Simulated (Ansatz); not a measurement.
```yaml
atoms:
  - { symbol: C, position_ang: [-0.0140, -0.0452, -0.6204] }
  - { symbol: C, position_ang: [-0.0192, -0.0432, 0.6205] }
  - { symbol: H, position_ang: [-0.0291, -0.0316, -1.6538] }
  - { symbol: H, position_ang: [0.0289, 0.0338, 1.7020] }
```

Basis set: cc-pVDZ (spherical functions). Frozen core: 2 orbitals. Charge 0, multiplicity 1.

Computed with Ansatz (development build ahead of 0.2.0); each method stands on the lowest determinant of its kind that the runs found. Restricted open shells among the atoms or ions are ROHF, correlated in semicanonical orbitals with singles.

Task: Give the atomization energy at this shape (free ground-state atoms in the same class of orbitals less the molecule, no zero-point energy) of singlet C₂H₂ by RHF-MP2, RHF.

Result:

```json
{"method": "RHF-MP2", "atomization energy": "380.45 kcal/mol"}
{"method": "RHF", "atomization energy": "286.22 kcal/mol"}
```
